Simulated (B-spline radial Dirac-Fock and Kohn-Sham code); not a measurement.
## Ho⁵⁹⁺: scattering cross sections and density moments

System: Ho⁵⁹⁺, 1s2 2s2 2p4.

These are calculated numbers from a radial finite-basis atomic code; the model is configuration-average Dirac-Fock orbitals.

| Property | Result |
| --- | --- |
| Sum of ⟨r⟩ | 0.5117 bohr |
| Sum of ⟨r²⟩ | 0.04574 bohr² |
| Sum of ⟨1/r⟩ | 258.50 per bohr |
| Langevin diamagnetic susceptibility | -0.0362 × 10⁻⁶ cm³/mol |
| Lamb shielding (α²/3)Σ⟨1/r⟩ | 4588 ppm |

Coherent scattering is the Thomson cross section weighted by f₀², without anomalous dispersion; incoherent scattering is Klein-Nishina weighted by S. The Lamb formula is the non-relativistic shielding expression. Electron correlation is left out. A dash stands where the photon energy is too low for the impulse approximation behind that column.

```tsv
hν (keV)	coherent (b)	incoherent (b)	incoherent per electron (b)
1	42.56	–	–
2	42.53	–	–
8.0478	41.83	–	–
10	41.44	–	–
17.4793	39.25	–	–
20	38.31	–	–
30	33.93	–	–
50	24.58	–	–
```
